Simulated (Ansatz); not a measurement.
Consider the isomerisation: `FC([SiH3])I` → `FC[SiH2]I`.

Program: Ansatz. Geometries: PBE0-D4/def2-TZVP. ΔE: electronic, gas phase. CBS: MP2 limit from def2 TZ/QZ plus the TZ coupled-cluster correction, frozen cores. DFT in def2-TZVPP. B3LYP here is the variant with VWN-RPA as its local correlation; programs differ in this. Elements past krypton have def2 core potentials. For I outer-core shells are correlated without core-valence functions, which leaves a few kJ/mol of doubt a bond. One conformer a species, not always the lowest.

```
             level  ΔE (kJ/mol)  difference from CCSD(T)/CBS
           PBE0-D4       -130.3                         -4.6
            B2PLYP       -125.7                          0.0
               PBE       -121.2                          4.5
            r2SCAN       -126.1                         -0.4
              PBE0       -131.0                         -5.3
             B3LYP       -125.0                          0.7
     HF/def2-QZVPP       -143.5                        -17.8
SCS-MP2/def2-QZVPP       -126.9                         -1.2
     MP2/CBS(def2)       -130.4                         -4.7
    CCSD/CBS(def2)       -130.1                         -4.4
       CCSD(T)/CBS       -125.7                            0
```

Largest T1 diagnostic among the species: 0.011.

From PBE to PBE0 (25 % exact exchange), in def2-TZVPP and without D4, ΔE moves by −9.9 kJ/mol. In def2-TZVPP, CCSD(T) changes the Hartree–Fock value by +20.5 kJ/mol (the triples alone add +4.4 kJ/mol) and MP2 by +15.8 kJ/mol.

CCSD(T)/CBS has its own doubt, a few kJ/mol and more with outer-core shells, so smaller differences from it don't rank the levels.
